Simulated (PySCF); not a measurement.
BiF2, charge +1, singlet, at a GFN2-xTB geometry (such geometries of metal compounds can be far from the true shape) (core potentials on Bi); DF-PBE/def2-SVPD run with PySCF.

PySCF was given this input:
```python
from pyscf import gto, scf, dft

mol = gto.M(
    atom='''
Bi    0.214011    0.095505    0.087378
F    -1.103766    0.603394   -1.257362
F    -0.869888   -1.484165    0.451543
''',
    basis='def2-svpd',
    ecp={'Bi': 'def2-svpd'},
    charge=1,
    spin=0,
    verbose=4,
)

mf = dft.RKS(mol)
mf.xc = 'pbe'
mf = mf.density_fit(auxbasis='def2-universal-jkfit')
mf.kernel()
```

Question: What does PySCF print? Leave out banner, timings and long lists.

Answer: 
```
PySCF version 2.14.0

[INPUT] verbose = 4
[INPUT] num. atoms = 3
[INPUT] num. electrons = 40
[INPUT] charge = 1
[INPUT] spin (= nelec alpha-beta = 2S) = 0
[INPUT] symmetry False subgroup None
[INPUT] Mole.unit = angstrom
[INPUT] Symbol           X                Y                Z      unit          X                Y                Z       unit  Magmom
[INPUT]  1 Bi     0.214011000000   0.095505000000   0.087378000000 AA    0.404422177644   0.180478293527   0.165120489312 Bohr   0.0
[INPUT]  2 F     -1.103766000000   0.603394000000  -1.257362000000 AA   -2.085815445607   1.140249405206  -2.376069819435 Bohr   0.0
[INPUT]  3 F     -0.869888000000  -1.484165000000   0.451543000000 AA   -1.643850079046  -2.804665373665   0.853292603464 Bohr   0.0

nuclear repulsion = 128.172534153099
number of shells = 30
number of NR pGTOs = 133
number of NR cGTOs = 78
basis = def2-svpd
ecp = {'Bi': 'def2-svpd'}

******** <class 'pyscf.df.df_jk.DFRKS'> ********
method = DFRKS
initial guess = minao
damping factor = 0
level_shift factor = 0
DIIS = <class 'pyscf.scf.diis.CDIIS'>
diis_start_cycle = 1
diis_space = 8
diis_damp = 0
SCF conv_tol = 1e-09
SCF conv_tol_grad = None
SCF max_cycles = 50
direct_scf = False
XC library pyscf.dft.libxc version 7.1.2
    S. Lehtola, C. Steigemann, M. J. T. Oliveira, and M. A. L. Marques,  SoftwareX 7, 1–5 (2018)
XC functionals = pbe
    J. P. Perdew, K. Burke, and M. Ernzerhof,  Phys. Rev. Lett. 77, 3865 (1996)
    J. P. Perdew, K. Burke, and M. Ernzerhof,  Phys. Rev. Lett. 78, 1396 (1997)
    J. P. Perdew, K. Burke, and M. Ernzerhof,  Phys. Rev. Lett. 77, 3865 (1996)
    J. P. Perdew, K. Burke, and M. Ernzerhof,  Phys. Rev. Lett. 78, 1396 (1997)
radial grids:
    Treutler-Ahlrichs [JCP 102, 346 (1995); DOI:10.1063/1.469408] (M4) radial grids

becke partition: Becke, JCP 88, 2547 (1988); DOI:10.1063/1.454033
pruning grids: <function nwchem_prune>
grids dens level: 3
symmetrized grids: False
atomic radii adjust function: <function treutler_atomic_radii_adjust>
small_rho_cutoff = 0
Set gradient conv threshold to 3.16228e-05
Initial guess from minao.
tot grids = 51968
init E= -387.443097015498
  HOMO = -0.849951349939824  LUMO = -0.778257805403641  gap/eV = 1.95088
cycle= 1 E= -412.94589324229  delta_E= -25.5  |g|= 2.05  |ddm|= 13.9
  HOMO = -0.488477607163393  LUMO = -0.25147590105599  gap/eV = 6.44914
cycle= 2 E= -412.650654058607  delta_E= 0.295  |g|= 2.39  |ddm|= 8.06
  HOMO = -0.46757244790212  LUMO = -0.373927212791081  gap/eV = 2.54822
cycle= 3 E= -413.539269677143  delta_E= -0.889  |g|=  1.1  |ddm|=    3
  HOMO = -0.601875681105892  LUMO = -0.423575853647293  gap/eV = 4.85179
cycle= 4 E= -413.723123908333  delta_E= -0.184  |g|= 0.322  |ddm|= 1.01
  HOMO = -0.557983776202007  LUMO = -0.426505050615592  gap/eV = 3.57772
cycle= 5 E= -413.743705319208  delta_E= -0.0206  |g|= 0.103  |ddm|= 0.388
  HOMO = -0.564443767434801  LUMO = -0.422750619616213  gap/eV = 3.85567
cycle= 6 E= -413.74629765635  delta_E= -0.00259  |g|= 0.00679  |ddm|= 0.104
  HOMO = -0.5648390633432  LUMO = -0.422784442729622  gap/eV = 3.86550
cycle= 7 E= -413.74630535091  delta_E= -7.69e-06  |g|= 0.000728  |ddm|= 0.00543
  HOMO = -0.564916817033732  LUMO = -0.422873633084738  gap/eV = 3.86519
cycle= 8 E= -413.746305417183  delta_E= -6.63e-08  |g|= 0.00056  |ddm|= 0.00138
  HOMO = -0.564921250855993  LUMO = -0.422876413353475  gap/eV = 3.86524
cycle= 9 E= -413.746305471384  delta_E= -5.42e-08  |g|= 0.000189  |ddm|= 0.000529
  HOMO = -0.564926983794838  LUMO = -0.422878175101477  gap/eV = 3.86534
cycle= 10 E= -413.746305478163  delta_E= -6.78e-09  |g|= 2.14e-05  |ddm|= 0.000139
  HOMO = -0.564929286958828  LUMO = -0.422878096365753  gap/eV = 3.86541
cycle= 11 E= -413.746305478267  delta_E= -1.04e-10  |g|= 1.43e-06  |ddm|= 2.21e-05
  HOMO = -0.564928718841919  LUMO = -0.42287795074262  gap/eV = 3.86540
Extra cycle  E= -413.746305478265  delta_E= 1.59e-12  |g|= 3.62e-06  |ddm|= 4.66e-06
converged SCF energy = -413.746305478265
```
